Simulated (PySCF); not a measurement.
Si(H)2(Me)(NHiPr), SMILES C[SiH2]NC(C)C (C4H13NSi), singlet (GFN2-xTB optimised geometry):

```
19

Si    -0.057    -1.950     0.000
C     -0.763    -2.707    -1.584
N     -0.541    -0.306     0.000
C     -0.187     0.641     1.032
C     -0.066     2.041     0.431
C     -1.195     0.630     2.183
H     -0.515    -2.750     1.155
H      1.411    -1.950     0.000
H     -0.464    -2.147    -2.464
H     -0.403    -3.723    -1.703
H     -1.848    -2.746    -1.568
H     -1.411    -0.054    -0.446
H      0.789     0.330     1.418
H      0.644     2.031    -0.392
H     -1.031     2.372     0.053
H      0.275     2.750     1.181
H     -2.178     0.931     1.824
H     -1.270    -0.371     2.600
H     -0.888     1.317     2.968
```

Computed with PBE0/def2-SVP run with PySCF.

Problem. What are the frontier orbital energies and the dipole moment?

Solution. HOMO-2 -9.15 eV, HOMO-1 -8.80 eV, HOMO -6.45 eV, LUMO 1.35 eV, LUMO+1 1.81 eV; dipole moment 1.00 D.

On the same geometry PBE/def2-SVP (PySCF) gives HOMO-2 -7.73 eV, HOMO-1 -7.44 eV, HOMO -5.04 eV, LUMO 0.48 eV, LUMO+1 0.96 eV; dipole moment 1.02 D.

Meta-Löwdin charges at PBE0/def2-SVP: Si1 0.74, C2 -0.55, N3 -0.57, C4 0.06, C5 -0.30, C6 -0.31, H7 -0.15, H8 -0.13, H9 0.12, H10 0.12, H11 0.11, H12 0.20, H13 0.09, H14 0.10, H15 0.09, H16 0.10, H17 0.09, H18 0.10, H19 0.10.
